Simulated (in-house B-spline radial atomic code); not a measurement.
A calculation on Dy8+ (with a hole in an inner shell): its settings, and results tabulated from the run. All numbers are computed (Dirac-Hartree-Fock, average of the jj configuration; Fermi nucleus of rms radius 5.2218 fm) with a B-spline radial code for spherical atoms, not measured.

In the input, a minus or plus after the letter marks the j = l - 1/2 or j = l + 1/2 subshell.

Command:
```bash
python run_scf.py task.json out
```
Settings (nuclear radius in fm, mass in u):
```
Z                66
configuration    1s2 2s2 2p6 3s2 3p6 3d-3 3d+6 4s2 4p6 4d10 4f9 5s2 5p2
hamiltonian      dirac
method           hf
spin_polarised   False
nucleus          fermi
rms_radius       5.2218
atomic_mass      163.92918
speed_of_light   137.035999084
```

Output (hartree, bohr):
```
 radial grid: 66 intervals, B-splines of order 8, outer radius 16.6667 bohr

 iter        energy (Eh)    residual
    1      -12027.084019    1.67e+00
    2      -12064.479906    1.59e+00
    3      -12093.151460    3.46e-01
    4      -12095.000184    1.15e-01
    5      -12095.078808    3.80e-02
    6      -12095.098167    1.62e-02
    7      -12095.101510    8.73e-04
    8      -12095.101514    1.97e-04
    9      -12095.101514    1.18e-05
   10      -12095.101514    5.84e-07

 total energy                    -12095.10151
 kinetic                           13268.8961
 electron-nucleus                 -29528.5095
 electron-electron                  4164.5119

 first-order corrections (not in the total)
   Gaunt                            12.8030
   retardation                      -1.3493
   frequency dependence             -0.1855
   self-energy                       9.1074
   Uehling                          -1.5143
   Wichmann-Kroll                    0.0503
   recoil                            0.0260

 orbital      occ     eigenvalue          <r>       <r^2>       <1/r>       r_max    small
 1s1/2      2.000     -1995.6166    0.0211146 0.000609298     74.5522     0.01338  6.07e-02
 2s1/2      2.000      -342.5992    0.0890863  0.00943369     17.8891     0.07612  1.35e-02
 2p1/2      2.000      -325.3295    0.0743857   0.0068463     17.8238     0.05745  1.35e-02
 2p3/2      4.000      -295.9741    0.0814206  0.00807029     15.6172     0.06344  1.25e-02
 3s1/2      2.000       -82.6165     0.232266   0.0617871     6.58476      0.2145  4.39e-03
 3p1/2      2.000       -74.9715     0.222325   0.0575022     6.48179      0.2022  4.31e-03
 3p3/2      4.000       -68.8976      0.23515   0.0641431     5.93199      0.2145  4.03e-03
 3d3/2      3.000       -56.4028      0.20926   0.0516656     5.77289      0.1702  3.86e-03
 3d5/2      6.000       -55.0893     0.211683   0.0525193     5.66431      0.1733  3.81e-03
 4s1/2      2.000       -21.0968     0.524301    0.310037     2.74532      0.4902  1.39e-03
 4p1/2      2.000       -18.0451     0.535049     0.32551     2.63491      0.4938  1.31e-03
 4p3/2      4.000       -16.6117     0.562541    0.359554     2.45552      0.5189  1.22e-03
 4d3/2      4.000       -11.5521     0.588169    0.401058     2.27074      0.5236  1.08e-03
 4d5/2      6.000       -11.3177     0.598311    0.413676     2.20274      0.5301  1.02e-03
 4f5/2      3.857        -5.2834     0.689377    0.577847     1.79731      0.5114  7.14e-04
 4f7/2      5.143        -5.2729     0.691693    0.581587      1.7905      0.5131  7.12e-04
 5s1/2      2.000        -6.2072       1.1929     1.58415      1.1171       1.107  3.38e-04
 5p1/2      0.667        -5.3363      1.27716     1.82052     1.03437       1.179  2.99e-04
 5p3/2      1.333        -5.0837      1.33451     1.98511    0.978883       1.235  2.78e-04
```

Time taken, with all properties: 1.4 s on 1 thread of Arm Neoverse V1, on a shared host.

For the Dirac Hamiltonian the kinetic term is c α·p + (β - 1)c².
